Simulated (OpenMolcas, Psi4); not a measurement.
Exact exchange and the vertical energy of the triplet above the singlet of C2H7BO

The species is C2H7BO (11 atoms), meant as a singlet with charge 0. As SMILES, `CBOC`. Geometry: relaxed at PBE0-D4/def2-TZVP. This is one conformer, not always the lowest.

The vertical energy of the triplet above the singlet y, in eV, basis cc-pVDZ; a is the functional's share of exact exchange. Programs: OpenMolcas 26.06, Psi4 1.11.

| functional | program | a | y (eV) |
| --- | --- | --- | --- |
| revPBE | OpenMolcas | 0 | 5.94 |
| BLYP | OpenMolcas | 0 | 6.01 |
| B3LYP | OpenMolcas | 0.2 | 6.31 |
| PBE0 | OpenMolcas | 0.25 | ? |
| BHLYP | Psi4 | 0.5 | 6.70 |

Q: Fit y = c + s·a to the known rows and predict PBE0.

A: 
1. Means of the 4 rows: a = 0.1750, y = 6.240.
2. Σ(Δa)² = 0.1675, Σ(Δa·Δy) = 0.244, so the slope is 0.244/0.1675 = 1.4567.
3. Intercept: 6.240 − (1.4567) × 0.1750 = 5.985. The largest residual of the fit is 0.045.
4. PBE0: 5.985 + (1.4567) × 0.25 = 6.35 eV.

The run gave 6.27 eV, so the prediction is off by +0.08 eV, more than the largest residual. The rows mix families of semi-local functionals, which the line can't see.
